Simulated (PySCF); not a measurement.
In(H)2(OSiMe3), C3H11InOSi, SMILES C[Si](C)(C)[O][InH2] (GFN2-xTB optimised geometry):

```
17

In     1.336    -0.233    -1.358
H      0.591     0.488    -2.699
H      3.004    -0.289    -1.018
O      0.273    -1.180     0.000
Si    -1.351    -1.180     0.000
C     -1.945    -1.985    -1.631
C     -1.960    -2.123     1.533
C     -1.927     0.645     0.000
H     -3.025    -2.035    -1.711
H     -1.556    -2.996    -1.719
H     -1.565    -1.409    -2.478
H     -1.605    -3.148     1.526
H     -3.043    -2.144     1.567
H     -1.604    -1.657     2.445
H     -1.596     1.129    -0.922
H     -1.478     1.180     0.834
H     -3.004     0.757     0.073
```

Method: PySCF with PBE0/def2-SVP, def2 effective core potentials past Kr.

**Question.** What are the frontier orbital energies and the dipole moment?

**Answer.** HOMO-2 -8.38 eV, HOMO-1 -7.66 eV, HOMO -7.56 eV, LUMO -1.52 eV, LUMO+1 -0.08 eV; dipole moment 1.29 D.

On the same geometry PBE/def2-SVP, def2 effective core potentials past Kr run with PySCF gives HOMO-2 -7.11 eV, HOMO-1 -6.31 eV, HOMO -6.20 eV, LUMO -2.23 eV, LUMO+1 -0.99 eV; dipole moment 1.10 D.
